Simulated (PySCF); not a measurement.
## Cl(2+) (chlorine, charge +2) across methods

[Ne] 3s2 3p3, high-spin 4S determinant. Computed with PySCF 2.14 in dyall-acv3z (19s12p6d4f, 113 functions), with scalar relativity by spin-free X2C-1e.

```json
{"method": "LDA", "E (hartree)": "-458.7109", "mean ε 3s α (eV)": "-46.216", "mean ε 3s β (eV)": "-42.575", "mean ε 3p α (eV)": "-33.033", "Σ⟨r²⟩ (bohr²)": "15.35", "⟨S²⟩": "3.750"}
{"method": "BHandHLYP", "E (hartree)": "-460.2448", "mean ε 3s α (eV)": "-52.153", "mean ε 3s β (eV)": "-45.517", "mean ε 3p α (eV)": "-36.465", "Σ⟨r²⟩ (bohr²)": "15.33", "⟨S²⟩": "3.751"}
{"method": "PBEsol", "E (hartree)": "-459.3546", "mean ε 3s α (eV)": "-46.282", "mean ε 3s β (eV)": "-42.219", "mean ε 3p α (eV)": "-33.012", "Σ⟨r²⟩ (bohr²)": "15.33", "⟨S²⟩": "3.750"}
{"method": "r2SCAN", "E (hartree)": "-460.2016", "mean ε 3s α (eV)": "-47.777", "mean ε 3s β (eV)": "-42.323", "mean ε 3p α (eV)": "-33.756", "Σ⟨r²⟩ (bohr²)": "15.30", "⟨S²⟩": "3.750"}
{"method": "HSE06", "E (hartree)": "-460.1034", "mean ε 3s α (eV)": "-49.020", "mean ε 3s β (eV)": "-43.478", "mean ε 3p α (eV)": "-34.519", "Σ⟨r²⟩ (bohr²)": "15.31", "⟨S²⟩": "3.750"}
{"method": "PBE0", "E (hartree)": "-460.0839", "mean ε 3s α (eV)": "-49.452", "mean ε 3s β (eV)": "-43.844", "mean ε 3p α (eV)": "-34.946", "Σ⟨r²⟩ (bohr²)": "15.31", "⟨S²⟩": "3.750"}
{"method": "UHF", "E (hartree)": "-459.64194", "mean ε 3s α (eV)": "-57.730", "mean ε 3s β (eV)": "-46.775", "mean ε 3p α (eV)": "-39.695", "Σ⟨r²⟩ (bohr²)": "15.41", "⟨S²⟩": "3.751"}
{"method": "PBE", "E (hartree)": "-460.0492", "mean ε 3s α (eV)": "-46.399", "mean ε 3s β (eV)": "-42.299", "mean ε 3p α (eV)": "-33.086", "Σ⟨r²⟩ (bohr²)": "15.32", "⟨S²⟩": "3.750"}
```
